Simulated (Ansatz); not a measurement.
Reaction (substitution at a C–S bond): `C[S][Ti]([OH])([Cl])[Cl]` + `[OH][Ti]([F])([Cl])[SeH]` → `C[O][Ti]([F])([Cl])[SeH]` + `[OH][Ti]([SH])([Cl])[Cl]`

Program: Ansatz. Geometries: PBE0-D4/def2-TZVP. ΔE: electronic, gas phase. CCSD(T)/CBS is the MP2 limit (def2-TZVPP, def2-QZVPP) plus CCSD(T) − MP2 in def2-TZVPP, frozen cores. DFT in def2-TZVPP. For Se, Ti outer-core shells are correlated without core-valence functions, which leaves a few kJ/mol of doubt a bond. Scalar relativity is left out up to krypton. One conformer a species, not always the lowest.

`C[S][Ti]([OH])([Cl])[Cl]`:

```xyz
10

C    -1.318    1.316    0.578
S    -1.051    0.283   -0.896
Ti    0.824   -0.780   -0.262
O     1.233   -1.808   -1.608
Cl    2.357    0.739    0.161
Cl    0.395   -1.905    1.580
H    -1.350    0.706    1.481
H    -0.534    2.068    0.661
H    -2.281    1.810    0.449
H     1.723   -2.429   -2.144
```

`[OH][Ti]([F])([Cl])[SeH]`:

Z-matrix (Å, degrees):
```
Ti
F 1 1.747
Cl 1 2.195 2 109.1
O 1 1.752 2 113.1 3 -124.8
Se 1 2.412 2 108.9 3 120.5
H 4 0.958 1 145.3 2 -8.3
H 5 1.473 1 89.4 2 -51.6
```

`C[O][Ti]([F])([Cl])[SeH]`:

```xyz
10

C     0.647   -0.014   -1.905
O     0.124    0.035   -0.612
Ti   -0.705    0.030    0.902
F    -1.771    1.411    1.091
Cl   -1.858   -1.830    1.144
Se    1.094    0.141    2.513
H     0.418   -0.982   -2.356
H     0.212    0.784   -2.511
H     1.731    0.116   -1.859
H     0.107    0.309    3.593
```

`[OH][Ti]([SH])([Cl])[Cl]`:

```xyz
7

O    -0.783    0.938    1.228
Ti   -0.201   -0.196    0.037
S     1.880    0.545   -0.475
Cl   -0.092   -2.239    0.823
Cl   -1.445   -0.178   -1.762
H    -1.417    1.608    1.484
H     2.057   -0.478   -1.335
```

```csv
level,ΔE (eV)
r2SCAN-D4,0.25
B2PLYP,0.20
PBE0,0.24
CCSD/def2-TZVPP,0.20
```

Q: What does CCSD(T)/CBS give? (Estimate.)

A: The calculation gave: +0.28 eV. The listed levels differ from it by -0.03, -0.08, -0.04, -0.08 eV.

Largest T1 diagnostic among the species: 0.026, so the coupled-cluster value is less sure than usual.

In def2-TZVPP, CCSD(T) changes the Hartree–Fock value by +0.12 eV (the triples alone add +0.02 eV) and MP2 by +0.18 eV. The D4 term adds +0.05 eV with B3LYP and +0.03 eV with PBE0; it sums over pairs of atoms, weighted by their polarisabilities, and B3LYP, whose exchange is more repulsive, gets the larger term.

B3LYP here is the variant with VWN-RPA as its local correlation; programs differ in this.
